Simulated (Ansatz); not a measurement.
Ligand exchange: CH2BrI + GeH3(CH3) → CH3I + GeH2(CH3)Br

Species: CH2BrI (bromoiodomethane) `BrCI`, singlet; GeH3(CH3) (methyl germane), singlet; CH3I `CI`, singlet; GeH2(CH3)Br, singlet. The partners trade Br for H: C–Br and Ge–H bonds give way to C–H and Ge–Br.

Shapes, held fixed at every level: PBE0-D4/def2-TZVP. Programs: Ansatz 0.2.0. The zero-point and thermal change to 298 K, harmonic and unscaled (PBE0-D4/def2-TZVP), is +8.0 kJ/mol.

| level | kind | ΔH(298 K) (kJ/mol) | less CCSD(T)/def2-TZVPP |
| --- | --- | --- | --- |
| PBE-D4/def2-TZVPP | GGA | -144.9 | +5.9 |
| r2SCAN-D4/def2-TZVPP | meta-GGA | -154.8 | -4.0 |
| B3LYP-D4/def2-TZVPP | global hybrid | -151.7 | -0.9 |
| PBE0-D4/def2-TZVPP | global hybrid | -153.9 | -3.1 |
| MP2/def2-SVP | perturbation theory | -156.3 | -5.5 |
| MP2/def2-TZVPP | perturbation theory | -152.2 | -1.4 |
| CCSD(T)/def2-SVP | coupled cluster or CI | -152.8 | -2.0 |
| CCSD(T)/def2-TZVPP | coupled cluster or CI | -150.8 | 0.0 |

The highest level, CCSD(T)/def2-TZVPP, gives ΔH(298 K) = -150.8 kJ/mol; the levels span -156.3 to -144.9. The column of differences is taken from that level and isn't an error. No measured value is set beside it here. For atoms past krypton def2 sets carry core potentials with scalar relativity. Relativity is left out for Br, Ge. Outer-core shells of Br, Ge, I are correlated in most correlated rows, in sets that cover them unevenly.
